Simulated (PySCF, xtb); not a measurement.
[(E)-but-2-enyl]silane (C4H10Si), SMILES C/C=C/C[SiH3].

GFN2-xTB in xtb at its own geometry gives an orbital gap of 4.67 eV and a dipole moment of 0.10 D.

The structure is a stationary point at r2SCAN-D4/def2-SVP. One conformer was computed; it need not be the lowest.

**Question.** What does PBE/def2-TZVP in PySCF give? (Estimate from the structure and the level; the computed values follow.)

**Answer.** gap 4.98 eV (levels -5.69 and -0.71 eV), dipole 0.77 D.
